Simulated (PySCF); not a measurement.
# How strongly Sb binds etchant and ambient atoms

PBE in PySCF with def2-SVPD on every atom (core potentials on Sb), for the lowest determinant that a PBE0 search found; no spin–orbit coupling. D0 is De less the harmonic zero-point energy.

```csv
X,state of SbX,D0(SbX) (eV),D0(X₂) (eV)
H,triplet (π ↑↑),2.50,4.18
F,triplet (π ↑↑),4.40,2.12
Cl,triplet (π ↑↑),3.30,2.49
```

Give the energy of Sb + X₂ → SbX + X at 0 K for each X.

H: 4.18 − 2.50 = +1.68 eV; F: 2.12 − 4.40 = -2.28 eV; Cl: 2.49 − 3.30 = -0.81 eV (PBE/def2-SVPD; negative means exothermic).

Does an atom of F displace H from SbH?

SbH + F → SbF + H has ΔE = 2.50 − 4.40 = -1.90 eV at PBE/def2-SVPD, so it is downhill.

Gas-phase diatomics only hint at surface chemistry, where an atom holds several bonds.

These are scalar-relativistic numbers at best; spin–orbit coupling would shift them, the dissociation energy most. States were picked by a PBE0 search and need not be the measured ground states.
